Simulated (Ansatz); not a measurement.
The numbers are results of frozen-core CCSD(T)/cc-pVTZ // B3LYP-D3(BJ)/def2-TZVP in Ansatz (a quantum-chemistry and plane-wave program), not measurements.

Ansatz 0.2 input:
```yaml
crystal:
  periodic: [false, false, false]
  atoms:
    - { symbol: Si, position_ang: [-1.958261, -0.543727, 0.059914] }
    - { symbol: Si, position_ang: [-0.058811, 0.783233, -0.297165] }
    - { symbol: Si, position_ang: [1.892158, -0.489878, -0.560132] }
    - { symbol: S, position_ang: [0.185913, 2.179549, 1.34378] }
    - { symbol: H, position_ang: [-3.17089, 0.302355, 0.157375] }
    - { symbol: H, position_ang: [-2.133979, -1.527074, -1.038033] }
    - { symbol: H, position_ang: [-1.783837, -1.284034, 1.334108] }
    - { symbol: H, position_ang: [-0.26093, 1.662053, -1.475928] }
    - { symbol: H, position_ang: [2.146729, -1.229061, 0.701158] }
    - { symbol: H, position_ang: [3.050561, 0.389364, -0.844491] }
    - { symbol: H, position_ang: [1.741121, -1.472882, -1.66205] }
    - { symbol: H, position_ang: [0.350224, 1.230106, 2.281463] }
basis:
  gaussian: { orbitals: cc-pVTZ }
correlation:
  method: ccsd_t
```

Output:

```
Functional definition: HF
1407 factors; integrals over basis functions are off by at most 1.2e-3 eV
mean field evaluation 1: about -34530.5549 eV, gradient 1.9e1 eV
mean field evaluation 2: about -34530.8550 eV, gradient 1.9e1 eV
mean field evaluation 4: about -34533.0189 eV, gradient 2.9e0 eV
mean field evaluation 8: about -34533.0571 eV, gradient 1.0e-1 eV
mean field evaluation 16: about -34532.3729 eV, gradient 6.5e0 eV
mean field -34533.05720609 eV, -1269.0664449770 hartree, gradient 4.5e-6 eV, S^2 0.000000; 0 other end points of the search recorded, 0 dependent functions left out
20 core orbitals not correlated
reference -34533.05720609 eV, -1269.0664449770 hartree; 13, 13 occupied and 215, 215 virtual orbitals, 1407 factors
second order -15.19330265 eV of doubles, -0.00000000 eV of singles
cycle   1  -16.72591125 eV  change    -1.5e0 eV  update   1.0e-1
cycle   2  -17.30864250 eV  change   -5.8e-1 eV  update   3.2e-2
cycle   3  -17.36743540 eV  change   -5.9e-2 eV  update   1.2e-2
cycle   4  -17.36138252 eV  change    6.1e-3 eV  update   3.7e-3
cycle   5  -17.35928175 eV  change    2.1e-3 eV  update   1.2e-3
cycle   6  -17.35897155 eV  change    3.1e-4 eV  update   3.6e-4
cycle   7  -17.35896437 eV  change    7.2e-6 eV  update   9.4e-5
cycle   8  -17.35899864 eV  change   -3.4e-5 eV  update   3.3e-5
cycle   9  -17.35900190 eV  change   -3.3e-6 eV  update   1.1e-5
perturbative correction -0.68441803 eV, -0.0251518989 hartree
Total energy: -34551.10062602 eV, -1269.7295284292 hartree
```

Cost: about 6 core-minutes (a rough figure).
